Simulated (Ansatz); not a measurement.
`C[CH2][Al]([SH])[O]C` + `COC(=O)O` → `CCOC(=O)OC` + `C[O][AlH][SH]`  (substitution at a C–Al bond)

Isolated molecules relaxed with PBE0-D4/def2-TZVP in Ansatz; ΔE leaves out vibrations. CBS: MP2 limit from def2 TZ/QZ plus the TZ coupled-cluster correction, frozen cores. Functionals use def2-TZVPP. Each species was taken in one conformer, which may not be the lowest.

```tsv
level	ΔE (eV)
B2PLYP	0.61
r2SCAN	0.64
```

Task: What does CCSD(T)/CBS give? (Best estimate.)

Result: Computed: +0.64 eV. The listed levels differ from it by -0.03, 0.00 eV.

Largest T1 diagnostic among the species: 0.014.

In def2-TZVPP, CCSD(T) changes the Hartree–Fock value by +0.13 eV (the triples alone add +0.00 eV) and MP2 by +0.20 eV.
